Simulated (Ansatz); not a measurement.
Al₇P₈H₂₂²⁺, a nanocrystal cut from wurtzite AlP (hydrogen-capped). The state is a doublet with charge 2. Geometry PBE-D4/def2-SVP, that of the charge +1 singlet; atoms count from 1.

| atom | x (Å) | y (Å) | z (Å) |
| --- | --- | --- | --- |
| Al1 | 1.929 | 1.665 | -3.672 |
| P2 | 3.292 | -0.108 | -2.684 |
| P3 | -0.135 | 1.276 | -2.430 |
| Al4 | -0.823 | -0.874 | -1.628 |
| Al5 | 3.051 | -0.280 | -0.299 |
| P6 | 0.999 | -1.512 | -0.153 |
| P7 | -2.671 | -0.632 | -0.123 |
| Al8 | -3.521 | -2.437 | 1.283 |
| Al9 | 0.451 | -2.241 | 2.065 |
| P10 | -1.431 | -3.664 | 1.606 |
| Al11 | 0.361 | 2.982 | -0.854 |
| P12 | 2.289 | 1.968 | 0.245 |
| P13 | -1.354 | 2.842 | 0.863 |
| Al14 | -2.464 | 0.854 | 1.718 |
| P15 | -0.673 | -0.266 | 2.941 |
| H16 | 1.808 | 1.579 | -5.254 |
| H17 | 2.558 | 2.890 | -2.818 |
| H18 | 3.117 | -1.422 | -3.217 |
| H19 | 4.670 | 0.099 | -2.999 |
| H20 | -1.200 | 1.789 | -3.237 |
| H21 | -1.043 | -1.963 | -2.769 |
| H22 | 4.268 | -0.775 | 0.596 |
| H23 | 1.428 | -2.761 | -0.717 |
| H24 | -3.782 | -0.152 | -0.888 |
| H25 | -4.689 | -3.309 | 0.651 |
| H26 | -3.538 | -1.700 | 2.726 |
| H27 | 1.641 | -2.756 | 2.982 |
| H28 | -1.039 | -4.549 | 0.555 |
| H29 | -1.574 | -4.604 | 2.673 |
| H30 | 0.567 | 4.486 | -1.315 |
| H31 | 3.395 | 2.868 | 0.156 |
| H32 | 2.108 | 1.997 | 1.665 |
| H33 | -2.438 | 3.573 | 0.279 |
| H34 | -1.062 | 3.748 | 1.933 |
| H35 | -3.725 | 1.252 | 2.594 |
| H36 | 0.359 | 0.675 | 3.258 |
| H37 | -1.125 | -0.538 | 4.268 |

Single mean-field runs in def2-TZVP are fitted with def2-universal-jkfit.

Estimate the Mulliken populations of the heavy atoms from the PBE0/def2-TZVP orbitals of Ansatz.


```tsv
atom	charge (e)	spin (α − β)
Al1	0.31	0.06
P2	-0.24	0.02
P3	-0.28	0.24
Al4	0.31	0.00
Al5	0.34	0.01
P6	-0.40	0.04
P7	-0.28	0.24
Al8	0.31	0.06
Al9	0.34	0.01
P10	-0.24	0.02
Al11	0.31	0.00
P12	-0.27	0.00
P13	-0.24	0.08
Al14	0.31	0.00
P15	-0.27	0.00
```
Mulliken values depend strongly on the basis.

Where does the spin sit?

Summed by element: Al 0.15, P 0.64, H 0.21, of 1 unpaired in all. Largest on single atoms: P7 0.24, P3 0.24, H25 0.08.

And the Mayer bond orders between heavy atoms (over 0.3)?

Al1–P2 0.70 (2.45 Å); Al1–P3 0.59 (2.44 Å); P2–Al5 0.77 (2.40 Å); P3–Al4 0.74 (2.40 Å); P3–Al11 0.78 (2.37 Å); Al4–P6 0.76 (2.43 Å); Al4–P7 0.74 (2.40 Å); Al5–P6 0.74 (2.40 Å); Al5–P12 0.72 (2.44 Å); P6–Al9 0.74 (2.40 Å); P7–Al8 0.59 (2.44 Å); P7–Al14 0.78 (2.37 Å); Al8–P10 0.70 (2.45 Å); Al9–P10 0.77 (2.40 Å); Al9–P15 0.72 (2.44 Å); Al11–P12 0.73 (2.44 Å); Al11–P13 0.71 (2.43 Å); P13–Al14 0.71 (2.43 Å); Al14–P15 0.73 (2.44 Å).
